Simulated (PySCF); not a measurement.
These 3 structures share the formula C7H13Al. Method: PBE0-D3(BJ)/def2-SVP geometry optimisation, gas phase (PySCF). Energies are electronic, without zero-point or thermal terms, for one conformer each. No frequencies were run at this level. Point groups hold within 0.08 Å.

**Question.** Rank from lowest to highest electronic energy at this level (kcal/mol).
A. `[CH2:1]=[C:2]([CH3:3])[C@H:4]1[CH2:5][CH2:6][CH2:7][AlH:8]1` with C1–C2–C4–C5 -22°, C2–C4–C5–C6 157°, C4–C5–C6–C7 -56°, C5–C6–C7–Al8 38°, C6–C7–Al8–C4 -14°
B. `[CH2:1]=[C:2]([CH3:3])[Al:4]1[CH2:5][CH2:6][CH2:7][CH2:8]1` with C1–C2–Al4–C5 2°, C2–Al4–C5–C6 -167°, Al4–C5–C6–C7 -36°, C5–C6–C7–C8 52°, C6–C7–C8–Al4 -36°
C. `[CH2:1]=[CH:2][CH2:3][C@H:4]1[CH2:5][CH2:6][CH2:7][AlH:8]1` with C1–C2–C3–C4 -80°, C2–C3–C4–C5 -89°, C3–C4–C5–C6 73°, C4–C5–C6–C7 49°, C5–C6–C7–Al8 -34°, C6–C7–Al8–C4 11°

**Answer.** B (0.0), A (3.7), C (5.4).

Neighbours under 2.5 kcal/mol apart (C=C(C)[C@H]1CC[CH2][AlH]1 and C=CC[C@H]1CC[CH2][AlH]1) can change places with a better method, another conformer or zero-point energy.

| SMILES | E (Eh) | E rel (kcal/mol) | dipole (D) | point group | A, B, C (MHz) |
| --- | --- | --- | --- | --- | --- |
| C=[C](C)[Al]1[CH2]CC[CH2]1 | -516.27175 | 0.0 | 0.70 | C1 | 3425, 969.0, 780.5 |
| C=C(C)[C@H]1CC[CH2][AlH]1 | -516.26584 | 3.7 | 0.98 | C1 | 2964, 1165, 996.8 |
| C=CC[C@H]1CC[CH2][AlH]1 | -516.26318 | 5.4 | 1.75 | C1 | 2416, 1623, 1331 |

**Question.** How do the relative energies change in single points at PBE0/pcSseg-1 (no added dispersion term) on the same geometries?

**Answer.** 
| SMILES | PBE0-D3(BJ)/def2-SVP (kcal/mol) | PBE0/pcSseg-1 (kcal/mol) | shift |
| --- | --- | --- | --- |
| C=[C](C)[Al]1[CH2]CC[CH2]1 | 0.0 | 0.0 | 0.0 |
| C=C(C)[C@H]1CC[CH2][AlH]1 | 3.7 | 5.1 | +1.4 |
| C=CC[C@H]1CC[CH2][AlH]1 | 5.4 | 8.1 | +2.7 |

Each column counts from its own lowest isomer. The order is unchanged; the largest shift is 2.7 kcal/mol.
